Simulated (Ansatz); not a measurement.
Basis-set extrapolation for C3H5AlS (`CSC#[C][AlH2]`) (PBE0-D4/def2-TZVP geometry, frozen core, the Gaussian-basis code of Ansatz). Multiplicity 1, RHF reference.

|  | def2-TZVPP | def2-QZVPP |
| --- | --- | --- |
| HF | -755.968354 | -755.991500 |
| MP2 correlation | -0.724944 | -0.776376 |
| CCSD(T) correlation | -0.805711 | not run |

Energies in hartree. Use E(X) = E(∞) + A·exp(−7.88·√X) for Hartree–Fock and E(X) = E(∞) + B·X^(−2.97) for correlation, with X = 3 and 4, and add CCSD(T) minus MP2 of the smaller set to the MP2 limit.

What is the CCSD(T) energy at the basis-set limit?

HF limit: -755.991500 + (-0.023146) × 0.13774 = -755.99469. MP2 limit: -0.776376 + (-0.051432) × 0.74074 = -0.81447. Higher-order term: -0.805711 − (-0.724944) = -0.08077. Total: -756.88993 hartree, 3.15 eV below CCSD(T)/def2-TZVPP.
